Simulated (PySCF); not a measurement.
Input of a response calculation (the driver script's job line, then coordinates in Å):

```
{"job": {"kind": "uv", "xc": "PBE0", "basis": "def2-SVPD", "nstates": 8, "ntriplets": 3}, "charge": 0, "multiplicity": 1}
C     -2.414189    -0.551792     0.278244
C     -1.129694     0.180892     0.133643
C     -0.928440     1.560060     0.127477
N      0.357972     1.855581    -0.021263
N      1.002714     0.717789    -0.111923
C      2.424822     0.692418    -0.280590
C      0.159003    -0.351436    -0.025306
C      0.583689    -1.724970    -0.088708
O      1.721405    -2.115251    -0.226622
H     -2.602256    -1.176839    -0.594165
H     -2.392507    -1.196285     1.156495
H     -3.233819     0.154267     0.384165
H     -1.654329     2.342499     0.224101
H      2.895592     0.154787     0.543465
H      2.688649     0.185942    -1.209960
H      2.771704     1.723366    -0.303514
H     -0.257313    -2.438999     0.004553
```

The program printed, after the SCF cycles:

```
converged SCF energy = -417.4015371265

Static polarisability (au): isotropic 88.898, principal 55.712 98.263 112.720

Singlet excitations
state   eV       nm        f      main configurations
  1   3.8289    323.8   0.00041   H-2->L 0.97
  2   4.7190    262.7   0.08340   H->L 0.79, H-1->L 0.18
  3   5.2286    237.1   0.26028   H-1->L 0.78, H->L 0.18
  4   5.3940    229.9   0.00261   H-3->L 0.98
  5   6.8725    180.4   0.00384   H->L+1 0.98
  6   7.1520    173.4   0.00364   H-1->L+1 0.93
  7   7.2189    171.7   0.00573   H-2->L+1 0.88
  8   7.3298    169.2   0.06766   H->L+2 0.82

Triplet excitations (Tamm-Dancoff, eV): 3.2929 3.3784 3.7989
```

Level of theory: TDDFT PBE0/def2-SVPD, vertical, gas phase, core orbitals frozen in the response in PySCF 2.14.0, density-fitted response routines. The structure is a single GFN2-xTB conformer in the gas phase; no vibrational or solvent corrections.

**Question.** What is the polarisability anisotropy, √(½[(α1 − α2)² + (α2 − α3)² + (α3 − α1)²])?

**Answer.** 51.33 au.

**Question.** What is the gap between the lowest singlet and the lowest triplet?

**Answer.** 3.8289 − 3.2929 = 0.5360 eV (full response against Tamm–Dancoff).

**Question.** Which orbital energies lie behind H and L?

**Answer.** HOMO -7.39 eV and LUMO -1.84 eV, a gap of 5.55 eV; state 1 differs from that by -1.72 eV.

**Question.** What share of the summed oscillator strength falls to the strongest level in this window?

**Answer.** State 3 at 237 nm: 0.2603 of 0.4276, or 61%.

**Question.** Give the mean polarisability in Å³.

**Answer.** 88.90 au × 0.148185 = 13.17 Å³.

**Question.** Write the structure that the coordinates describe.

**Answer.** `CC1=C(C=O)N(C)N=C1` (C6H8N2O), point group Cs.

H and L stand for HOMO and LUMO.

Conformer computed: `[CH3:1][c:2]1[cH:3][n:4][n:5]([CH3:6])[c:7]1[CH:8]=[O:9]`: N5–C7–C8–O9 0°.
